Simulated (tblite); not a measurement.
Compound: C3H8NOSi2 (doublet state).
Z-matrix (Å and degrees, GFN2-xTB geometry), rows numbered from 1:
```
O 
C   1  1.2021
N   2  1.3237  1  130.32
Si  3  1.7801  2  123.37  1    -1.62
C   4  1.9119  3  111.92  2   -81.54
Si  5  1.9232  4   91.65  3  -104.18
C   4  1.9134  3  107.47  2  -177.06
H   3  1.0083  2  116.42  1  -179.40
H   4  1.4580  3  106.93  2    53.03
H   5  1.0862  4  113.94  3   138.99
H   5  1.0867  4  115.43  3    15.35
H   6  1.4630  5  114.42  4  -120.22
H   6  1.4648  5  114.36  4   111.31
H   7  1.0856  4  112.61  3  -135.26
H   7  1.0863  4  116.64  3   -11.77
```

The geometry is computed with GFN2-xTB (gas phase). This method treats the open shell by occupation alone, without spin polarisation.

Take the most abundant isotopes and a rigid rotor. The values belong to one conformer with, in the numbering `[O:1]=[C:2][NH:3][SiH:4]1[CH2:5][SiH2:6][CH2:7]1`, O1–C2–N3–Si4 -2°, C2–N3–Si4–C5 -82°.

Problem. What are A, B and C (GHz)?

Solution. Ia = 114.56, Ib = 510.46, Ic = 550.08 u·Å²; 505379 MHz·u·Å²/I gives 4411, 990.1 and 918.7 MHz, that is A = 4.4115, B = 0.9901, C = 0.9187 GHz.

Problem. Classify the top.

Solution. A near-prolate asymmetric top; Ray's κ = -0.959.

Problem. What does the inertial defect say?

Solution. Not planar: Δ = Ic − Ia − Ib = -74.94 u·Å². For a rigid frame Δ = −2 Σ m c², so Σ m c² = 37.47 u·Å² lies off the ab plane: 11.89 from hydrogen and 25.58 from heavier atoms. The atom farthest from that plane is 1.96 Å away.

Problem. Give the other two planar moments, Paa and Pbb, and the rms extents of the mass along the axes.

Solution. Paa = Σ m a² = (Ib + Ic − Ia)/2 = 472.99 and Pbb = Σ m b² = (Ia + Ic − Ib)/2 = 77.09 u·Å². With the mass M = 130.01 u, the rms extents √(P/M) along a, b and c are 1.91, 0.77, 0.54 Å.

Problem. Where do the levels up to J = 2 lie, in MHz?

Solution. Above 0(0,0):
J = 1: 1(0,1) 1909, 1(1,1) 5330, 1(1,0) 5402
J = 2: 2(0,2) 5725, 2(1,2) 9076, 2(1,1) 9290, 2(2,1) 19555, 2(2,0) 19556
Those of J = 1 are B + C, A + C and A + B.

Problem. Estimate the classical rotational partition function at 25 K, 200 K and 298.15 K.

Solution. Point group C1, symmetry number σ = 1; q = (√π/σ)·√((kT/h)³/(ABC)), k/h = 20836.6 MHz/K: 10500 at 25 K, 238000 at 200 K, 433000 at 298.15 K.

For this open shell read J as N, the rotation without spin; fine and hyperfine splittings come on top. Its GFN2-xTB frequencies are all real (lowest 20 cm⁻¹). Zero-point vibration and centrifugal distortion are left out.
